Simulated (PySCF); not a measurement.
Al(F)(Cl)(vinyl) (C2H3AlClF), SMILES C=[CH][Al]([F])[Cl]. Atoms are numbered in the order given.

```xyz
8

Al     0.5188    -0.1589     0.0000
F      1.9592    -1.0115     0.0000
Cl    -1.2670    -1.2783     0.0000
C      0.4521     1.7713     0.0000
C     -0.7363     2.4167     0.0000
H      1.3740     2.3826     0.0000
H     -0.8112     3.5198     0.0000
H     -1.6969     1.8708     0.0000
```
Charge 0, spin multiplicity 1.

Geometry: PBE-D3(BJ)/def2-SVP. The structure was generated by enumeration; whether it is a known compound was not checked. The values are those of a single conformer.

Computed with HF/def2-TZVP (PySCF).

Atomic charges (e):

| atom | meta-Löwdin | Löwdin |
|---|---|---|
| Al1 | 1.21 | -0.08 |
| F2 | -0.60 | -0.10 |
| Cl3 | (withheld) | 0.26 |
| C4 | -0.43 | -0.32 |
| C5 | (withheld) | -0.16 |
| H6 | (withheld) | 0.14 |
| H7 | 0.11 | 0.12 |
| H8 | 0.11 | 0.13 |

Problem. Complete the blanks. (The exact figures need the calculation; the answer reports its results.)

Solution. 
- Cl3, meta-Löwdin: -0.37
- C5, meta-Löwdin: -0.14
- H6, meta-Löwdin: 0.11
